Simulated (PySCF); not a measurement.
# Spin-orbit coupling and the fourth ionisation energy along group 14

Two-component X2C-1e calculated with PySCF 2.14: MP2 on generalised Hartree-Fock spinors (GMP2), with spin-orbit coupling off and on (screened by Boettger's factors); no Breit or QED terms. Values in eV; the references (NIST) lie between the lowest levels. Elements whose determinants are no pure J levels are left out.

```tsv
element	configurations	spin-free	with spin-orbit	shift	reference
C (x2c-TZVPall-2c, 1s2 frozen)	[He] 2s1 → 1s2	64.365	64.365	0.000	64.494
Si (x2c-TZVPall-2c, [Ne] frozen)	[Ne] 3s1 → [Ne]	44.697	44.697	0.000	45.142
Sn (x2c-TZVPall-2c, [Ar] 3d10 frozen)	[Kr] 4d10 5s1 → [Kr] 4d10	40.608	40.611	0.003	40.74 ± 0.04
Pb (x2c-TZVPall-2c, [Kr] 4d10 4f14 frozen)	[Xe] 4f14 5d10 6s1 → [Xe] 4f14 5d10	42.272	42.297	0.026	42.333
```

Task: Estimate the missing row, Ge (x2c-TZVPall-2c, [Ne] frozen).

Result: The calculation gives spin-free 45.088; with spin-orbit 45.088; shift 0.000. The reference value is 45.715.

What remains against the references is mostly the basis and correlation beyond MP2.
